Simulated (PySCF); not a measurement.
Ni: ionisation energy

Ni [Ar] 3d8 4s2 (3F) → Ni⁺ [Ar] 3d9 (2D), as a difference of total energies. All numbers are calculated (PySCF 2.14, the spin-free X2C one-electron Hamiltonian (Gaussian nucleus), in x2c-TZVPPall (6s5p4d2f1g, 64 functions)). Correlated levels: valence and next inner shell: [Ne] frozen. The calculations carry no spin-orbit coupling.

| method | ionisation energy (eV) |
| --- | --- |
| UHF | 8.223 |
| MP2 (valence and next inner shell) | 6.449 |
| SCS-MP2 (valence and next inner shell) | 6.772 |
| CCSD (valence and next inner shell) | 7.640 |
| CCSD(T) (valence and next inner shell) | 7.650 |

How much does correlation contribute at CCSD(T) (valence and next inner shell)?

7.650 − (8.223) = -0.573 eV, measured against UHF.

A first-order spin-orbit estimate (lowest level to lowest level, LS coupling) adds 0.048 eV.

Errors of the correlated levels include the incompleteness of this basis and the frozen core.

For comparison: 7.640 eV (measured; NIST Atomic Spectra Database, ionization energies).
